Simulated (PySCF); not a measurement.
**Atomic charges by several schemes**

Species: [SiF5]- (charge -1).
Cartesian coordinates in Å at the PBE0-D3(BJ)/def2-SVP level; atoms count from 1:
```xyz
6
SiF5 angstrom
Si     0.0005   -0.0003    0.0004
F      0.0001   -0.0009    1.6758
F      0.0064    0.0016   -1.6750
F      1.6507    0.0069    0.0021
F     -0.8348    1.4223   -0.0001
F     -0.8230   -1.4296   -0.0032
```

Density: PBE0/pcSseg-1 (PySCF); schemes: Mulliken, IAO, Hirshfeld and ESP-fitted. Isolated species at its PBE0-D3(BJ)/def2-SVP geometry, gas phase. The pcSseg-1 basis has no diffuse functions, a weakness for an anion.

Task: What partial charge does each atom carry?

Result: In e:

```tsv
atom	environment	Mulliken	IAO	Hirshfeld	ESP-fitted
Si1	silicon bonded to 5 F	+1.499	+1.895	+0.486	+1.343
F2	fluorine bonded to Si	-0.520	-0.596	-0.325	-0.508
F3	fluorine bonded to Si	-0.520	-0.596	-0.325	-0.508
F4	fluorine bonded to Si	-0.487	-0.568	-0.279	-0.442
F5	fluorine bonded to Si	-0.486	-0.568	-0.279	-0.443
F6	fluorine bonded to Si	-0.486	-0.568	-0.279	-0.442
```

Mean size of the charges over all atoms: IAO 0.798 e, Mulliken 0.666 e, ESP-fitted 0.614 e, Hirshfeld 0.329 e. Each set sums to the total charge, -1, to within 0.001 e. The IAO scheme counts the electrons in orthogonalised intrinsic atomic orbitals, a minimal basis polarised so that it spans the occupied orbitals exactly. The Mulliken scheme gives each basis function's population to the atom it is centred on and halves the overlap population of two atoms between them.

Lowest charge. All schemes agree: Mulliken F2 and F3 (-0.520); IAO F2 and F3 (-0.596); Hirshfeld F2 and F3 (-0.325); ESP-fitted F2 and F3 (-0.508).

Highest charge. All schemes agree: Mulliken Si1 (+1.499); IAO Si1 (+1.895); Hirshfeld Si1 (+0.486); ESP-fitted Si1 (+1.343).

Task: Sum the charges by element, for elements with more than one atom.

Result: 
| element | atoms | Mulliken | IAO | Hirshfeld | ESP-fitted |
| --- | --- | --- | --- | --- | --- |
| F | 5 | -2.499 | -2.895 | -1.486 | -2.343 |

Task: How many electrons does the IAO scheme count on F3?

Result: Z − q = 9 − (-0.596) = 9.596.
